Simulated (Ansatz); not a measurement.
`[OH][SbH][Al]([OH])[PH2]` → Al• + 5 H• + 2 O• + P• + Sb•  (atomization)

Isolated molecules relaxed with PBE0-D4/def2-TZVP in Ansatz; ΔE leaves out vibrations. CCSD(T)/CBS adds triple-zeta CCSD(T) − MP2 to the extrapolated MP2 energy (def2 sets, frozen cores). This one scheme is used for every species, atoms too. For atomizations the MP2-based limit and the directly extrapolated one differ by several kJ/mol either way, and by 10 to 25 for some Ge, Se and Sn compounds, so smaller differences from it don't rank the levels. Functionals use def2-TZVPP. B3LYP here is the variant with VWN-RPA as its local correlation; programs differ in this. HSE06 is defined as in plane-wave codes. No spin–orbit coupling; open shells (•) take unrestricted orbitals. Spin–orbit coupling would lower the free atoms: a little for Al, O. Elements past krypton have def2 core potentials. For Sb outer-core shells are correlated without core-valence functions, so the limit isn't a true one: a few kJ/mol of doubt a bond, and 10 to 20 or more in all where bonds break to atoms. One conformer a species, not always the lowest.

`[OH][SbH][Al]([OH])[PH2]`:

Cartesian coordinates in Å:
```
O 0.847 2.238 1.220
Sb 0.995 0.425 2.011
Al -0.514 -0.772 0.143
O -0.809 -2.443 0.117
P -1.630 0.450 -1.496
H 0.875 2.223 0.260
H 2.368 -0.099 1.105
H -0.461 -3.077 0.742
H -0.597 1.424 -1.582
H -1.075 -0.368 -2.520
```

**Question.** What is ΔE at CCSD(T)/CBS? (Estimate.)

**Answer.** Ansatz gave: +3023.3 kJ/mol.

**Question.** What do these levels give: PBE-D4, revPBE-D4, BLYP-D4, B3LYP-D4, CAM-B3LYP-D4, ωB97M-V, PBE, HSE06, LC-ωPBE, MP2/def2-SVP, CCSD/def2-TZVPP, MP2/CBS(def2)? (An estimate is asked.)

**Answer.** Ansatz gave: PBE-D4 3054.8, revPBE-D4 2965.2, BLYP-D4 3031.0, B3LYP-D4 3007.0, CAM-B3LYP-D4 3011.0, ωB97M-V 3010.0, PBE 3029.0, HSE06 2940.0, LC-ωPBE 2941.4, MP2/def2-SVP 2696.3, CCSD/def2-TZVPP 2833.4, MP2/CBS(def2) 3051.9 kJ/mol.

Largest T1 diagnostic among the species: 0.018.

From r2SCAN to r2SCAN0 (25 % exact exchange), in def2-TZVPP and without D4, ΔE moves by −86.3 kJ/mol: exact exchange takes away binding that semilocal exchange gives to molecules. Leaving LDA and LC-ωPBE aside and taking each functional with its dispersion term where it has one, the values, not all of them listed here, spread over 175.9 kJ/mol, from BHLYP-D4 to PBE-D4. LDA lies +476.5 kJ/mol from PBE without D4, its usual overbinding. The D4 term adds +41.8 kJ/mol with B3LYP and +22.5 kJ/mol with PBE0; it sums over pairs of atoms, weighted by their polarisabilities, and B3LYP, whose exchange is more repulsive, gets the larger term.
